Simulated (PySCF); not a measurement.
# Computed properties of CH2Cl, SMILES [CH2]Cl

CH₂Cl, SMILES [CH2]Cl (connectivity only; charge and spin as stated), charge +1, multiplicity 1. The structure is a stationary point at B3LYP-D3(BJ)/def2-TZVP. The multiplicity is an assumed one; other spin states were not compared. The isomer is the one that the SMILES or the coordinates give; other isomers of the formula were not compared. Other conformers were not sampled. All values are computed for the isolated molecule unless a solvent is named; none is compared with measurement here.

**Structure.** The optimised structure has C2v symmetry. All 6 harmonic modes at B3LYP-D3(BJ)/def2-TZVP (PySCF) are real, so it is a minimum.

**Vibrations.** The strongest infrared lines (harmonic, unscaled, degenerate partners summed) lie at 1047 cm⁻¹ (93 km/mol, C 58 %, Cl 28 %, H 13 %), 3218 cm⁻¹ (52 km/mol, H 88 %, C 12 %), 1153 cm⁻¹ (23 km/mol, H 77 %, C 23 %). The softest mode is at 1047 cm⁻¹ and the zero-point energy is 15.8 kcal/mol.

**Electronic structure.** CAM-B3LYP/def2-TZVPD (PySCF) places the frontier levels at -18.23 and -9.99 eV, a gap of 8.24 eV and a mean polarisability of 21.3 bohr³. PBE/def2-TZVPD (PySCF) at the same geometry gives -15.38 and -12.41 eV, so its gap is 5.27 eV narrower. An orbital gap is neither the optical nor the fundamental gap.

**Excitations.** TDA-PBE0/def2-TZVPD (PySCF) has S1 at 3.49 eV (355 nm, f = 0.000, dark); the most intense of the 10 singlets computed lies at 7.75 eV (f = 0.21). T1 (TDA) is at 2.93 eV, 0.56 eV under S1. TDA-PBE/def2-TZVPD (PySCF) puts S1 at 3.21 eV. No vertical singlet excitation falls in the visible range (under 3.1 eV).

**NMR.** GIAO shifts at PBE0/pcSseg-2 (PySCF) (non-relativistic, atoms alike by connectivity averaged): ¹³C at 333.9 ppm against TMS; ¹H at 12.9 ppm against TMS. Without spin–orbit terms, shifts of atoms bonded to Cl or Br come out too high.
